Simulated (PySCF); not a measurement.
# Cr²²⁺ (chromium, charge +22) across methods

1s2, closed-shell 1S. All numbers are calculated (PySCF 2.14, no relativity, point nucleus, in an uncontracted even-tempered set (15 s from 22 bohr⁻², ratio 2.2; 7 p from 34 bohr⁻², ratio 2.4; 4 d from 100 bohr⁻², ratio 2.4; 3 f from 150 bohr⁻², ratio 2.4; 3 g from 230 bohr⁻², ratio 2.4)).

```json
{"method": "PBE", "E (hartree)": "-560.859", "mean ε 1s (eV)": "-7283.4", "Σ⟨r²⟩ (bohr²)": "0.01081", "⟨S²⟩": "0.000"}
{"method": "PBE0", "E (hartree)": "-560.933", "mean ε 1s (eV)": "-7321.1", "Σ⟨r²⟩ (bohr²)": "0.01080", "⟨S²⟩": "0.000"}
{"method": "r2SCAN", "E (hartree)": "-561.160", "mean ε 1s (eV)": "-7301.0", "Σ⟨r²⟩ (bohr²)": "0.01079", "⟨S²⟩": "0.000"}
{"method": "MN15", "E (hartree)": "-561.161", "mean ε 1s (eV)": "-7278.1", "Σ⟨r²⟩ (bohr²)": "0.01088", "⟨S²⟩": "0.000"}
{"method": "LDA", "E (hartree)": "-559.269", "mean ε 1s (eV)": "-7265.7", "Σ⟨r²⟩ (bohr²)": "0.01084", "⟨S²⟩": "0.000"}
{"method": "TPSSh", "E (hartree)": "-561.164", "mean ε 1s (eV)": "-7309.3", "Σ⟨r²⟩ (bohr²)": "0.01079", "⟨S²⟩": "0.000"}
```

(1) Estimate the same row for UHF.

## Answers

(1) E (hartree) = -561.11080; mean ε 1s (eV) = -7433.2; Σ⟨r²⟩ (bohr²) = 0.01077; ⟨S²⟩ = 0.000.
